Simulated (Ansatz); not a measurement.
Two members of one family ((RbH)n off), computed with Ansatz in the gas phase; def2 core potentials for Rb, no spin–orbit coupling. The two geometries come from different levels. HOMO and LUMO are taken over both spins. The structures are stationary points that may keep the symmetry of their start.

First: Rb3H3⁺ (doublet, charge 1, PBE0-D4/def2-TZVP geometry).

```xyz
6

Rb   -0.1320    1.7888    0.3298
Rb    1.8900    6.6248    0.1252
Rb   -2.2399   -2.8430    0.5765
H    -1.1803   -0.5719    0.4478
H     0.6474   -2.1982   -0.6112
H     1.0148   -2.8005   -0.8680
```

```tsv
level	HOMO (eV)	LUMO (eV)	gap (eV)
LDA (SPW92)/def2-TZVP	-5.16	-4.60	0.56
PBE-D4/def2-TZVP	-5.03	-4.38	0.65
r2SCANh-D4/def2-TZVP	-5.16	-3.83	1.33
PBE0-D4/def2-SVP	-5.45	-3.85	1.60
PBE0-D4/def2-TZVP	-5.45	-3.77	1.68
```

Second: Rb5H4⁺ (singlet, charge 1, PBE-D4/def2-SVP geometry).

Cartesian coordinates in Å:
```
Rb 0.5592 -1.1047 0.1427
Rb 2.4793 1.4146 -2.4166
Rb -2.1696 -1.0000 -2.8768
Rb -2.8539 -0.6739 2.3203
Rb 1.7947 1.7406 2.7815
H -0.3013 0.0772 2.6341
H -2.2978 -1.3215 -0.2194
H 2.4005 1.1192 0.2456
H 0.3890 -0.2514 -2.6114
```

Problem. What does the change do? Estimate second minus first.

Solution. 
```
                level  Δ HOMO (eV)  Δ LUMO (eV)  Δ gap (eV)
LDA (SPW92)/def2-TZVP        -1.24         1.30        2.54
     PBE-D4/def2-TZVP        -1.22         1.15        2.37
 r2SCANh-D4/def2-TZVP        -1.57         1.34        2.91
     PBE0-D4/def2-SVP        -1.74         1.12        2.86
    PBE0-D4/def2-TZVP        -1.80         1.04        2.84
```
